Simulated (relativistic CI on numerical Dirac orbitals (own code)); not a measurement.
Fe3+ in a cubic cluster: 1s photoemission with charge transfer

Computed with a charge-transfer multiplet model of a cubic metal-ligand cluster with up to 2 ligand holes, Slater and spin-orbit integrals from Dirac-Coulomb-Breit ions, Slater integrals scaled by 0.8. The ground state mixes d5 with configurations of k ligand holes L, whose averages lie at kΔ + k(k − 1)U_dd/2; a core hole lowers each added d electron by U_cd. 20 K, Lorentzian 1.1 eV and Gaussian 0.6 eV FWHM.

Atomic integrals in eV (Slater integrals scaled, ζ unscaled), ground: F2dd 9.587, F4dd 5.993, zeta_d 0.056; with the core hole: F2dd 10.923, F4dd 6.860, zeta_d 0.082, G2cd 0.060.

Cluster parameters (eV): Δ = 3.4, U_cd = 8.3, 10Dq = 0.35, 10Dq(ligand) = 0.5, V(eg) = 2.5, V(t2g) = -1.24, final-state hopping factor = 1.

```csv
Case,n_d,d5,d6L,d7L2,S
U_dd = 6.6 eV,5.28,0.73,0.25,0.02,2.50
U_dd = 7.3 eV,5.28,0.73,0.25,0.01,2.50
U_dd = 8 eV,5.28,0.74,0.25,0.01,2.50
```

Weights, n_d and S are thermal averages at 20 K. Binding energies count from the first peak over 30 % of the highest in each spectrum, which can be another peak from case to case. The parameters are a model scan and need not match a compound or its usual spin state. Peaks in eV (height, largest 100):
- U_dd = 6.6 eV: 0.0 (100), 7.8 (42)
- U_dd = 7.3 eV: 0.0 (100), 7.9 (41)
- U_dd = 8 eV: 0.0 (100), 8.0 (39)

For the case U_dd = 6.6 eV, Δ = 3.4 eV is smaller than U_dd = 6.6 eV, the charge-transfer side of the Zaanen-Sawatzky-Allen scheme. With the core hole the average of the configuration with one ligand hole lies at Δ − U_cd = -4.9 eV before mixing: the effective hopping of about 4.0 eV (from the holes of the mixed ground state) is comparable with this gap or larger, so the configurations mix strongly.
